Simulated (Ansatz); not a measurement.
Start from `C=NC(C)=N` and change one atom or group to get `C[C](=N)[GeH3]`.

Ansatz, PBE0-D4/def2-TZVP geometries, multiplicity 1. Each molecule was computed in one conformer, which needn't be the lowest.

Scalar relativity is left out up to krypton.

```json
{"property": "HOMO–LUMO gap (ωB97M-V/def2-TZVPP) / eV", "`C=NC(C)=N`": "10.86"}
{"property": "HOMO energy (PBE/def2-TZVPP) / eV", "`C=NC(C)=N`": "-5.90"}
{"property": "LUMO energy (PBE/def2-TZVPP) / eV", "`C=NC(C)=N`": "-2.18"}
{"property": "HOMO–LUMO gap (PBE/def2-TZVPP) / eV", "`C=NC(C)=N`": "3.72"}
{"property": "LUMO energy (ωB97M-V/def2-TZVPP) / eV", "`C=NC(C)=N`": "1.16"}
{"property": "LUMO energy (B3LYP/def2-TZVPP) / eV", "`C=NC(C)=N`": "-1.35"}
```

(1) What does the change do to each property? (Best estimate.)

## Answers

(1) Computed: 
| property | `C[C](=N)[GeH3]` | shift |
| --- | --- | --- |
| HOMO–LUMO gap (ωB97M-V/def2-TZVPP) / eV | 11.05 | 0.19 |
| HOMO energy (PBE/def2-TZVPP) / eV | -5.75 | 0.15 |
| LUMO energy (PBE/def2-TZVPP) / eV | -1.59 | 0.59 |
| HOMO–LUMO gap (PBE/def2-TZVPP) / eV | 4.16 | 0.44 |
| LUMO energy (ωB97M-V/def2-TZVPP) / eV | 1.70 | 0.54 |
| LUMO energy (B3LYP/def2-TZVPP) / eV | -0.75 | 0.60 |

With PBE0 the HOMO rises by 0.26 eV and the LUMO rises by 0.58 eV, so the gap widens by about 0.32 eV. PBE moves the HOMO by 0.15 eV and ωB97M-V by 0.35 eV.

B3LYP here is the variant with VWN-RPA as its local correlation; programs differ in this.
